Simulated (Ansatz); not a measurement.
A CCSD(T) single point on `[F][Sn]([F])([SiH3])[Cl]`.

```yaml
crystal:
  periodic: [false, false, false]
  atoms:
    - {symbol: F, position_ang: [1.750692, 0.213131, -1.883186]}
    - {symbol: Sn, position_ang: [0.869468, 0.675623, -0.256508]}
    - {symbol: F, position_ang: [2.287654, 0.594992, 1.015845]}
    - {symbol: Si, position_ang: [-1.056254, -0.917713, 0.311280]}
    - {symbol: Cl, position_ang: [0.371186, 2.915471, -0.459239]}
    - {symbol: H, position_ang: [-0.482663, -2.280688, 0.371018]}
    - {symbol: H, position_ang: [-1.594796, -0.480012, 1.618433]}
    - {symbol: H, position_ang: [-2.053088, -0.777804, -0.773642]}
basis:
  gaussian: {orbitals: def2-SVP}
correlation: {method: ccsd_t}
```

```sh
$ ansatz run in.yaml --threads 4 --pin off --events-out ev --progress --plain
```

Log, shortened:

```
Functional definition: HF
1073 factors; integrals over basis functions are off by at most 1.2e-3 eV
mean field evaluation 1: about -31618.3536 eV, gradient 4.3e1 eV
mean field evaluation 2: about -31618.4542 eV, gradient 4.3e1 eV
mean field evaluation 4: about -31622.4858 eV, gradient 2.6e0 eV
mean field evaluation 8: about -31622.5430 eV, gradient 2.1e-1 eV
mean field -31622.54325933 eV, -1162.1070302507 hartree, gradient 5.7e-6 eV, S^2 0.000000; 0 other end points of the search recorded, 0 dependent functions left out
16 core orbitals not correlated: weight in the atoms' cores, before any rotation towards them, 1.000 or more for the frozen orbitals, at most 0.000 for the correlated occupied ones
reference -31622.54325933 eV, -1162.1070302507 hartree; 21, 21 occupied and 68, 68 virtual orbitals, 1073 factors
second order -19.31421003 eV of doubles, -0.00000000 eV of singles
cycle   1  -19.80171535 eV  change   -4.9e-1 eV  update   1.2e-1
cycle   2  -20.28257001 eV  change   -4.8e-1 eV  update   3.8e-2
cycle   3  -20.43288751 eV  change   -1.5e-1 eV  update   2.1e-2
cycle   4  -20.42904221 eV  change    3.8e-3 eV  update   4.7e-3
cycle   5  -20.42460781 eV  change    4.4e-3 eV  update   1.9e-3
cycle   6  -20.42453471 eV  change    7.3e-5 eV  update   5.3e-4
cycle   7  -20.42440268 eV  change    1.3e-4 eV  update   1.9e-4
cycle   8  -20.42430977 eV  change    9.3e-5 eV  update   6.2e-5
cycle   9  -20.42431661 eV  change   -6.8e-6 eV  update   2.4e-5
perturbative correction -0.40969802 eV, -0.0150561246 hartree
Total energy: -31643.37727396 eV, -1162.8726661665 hartree
```

Run time 6.5 s (4 threads of a server CPU on a shared host); peak host memory 0.5 GiB.

The correlation energy is -20.834 eV, 2.0 % of it from (T); the T1 diagnostic reads 0.0126.
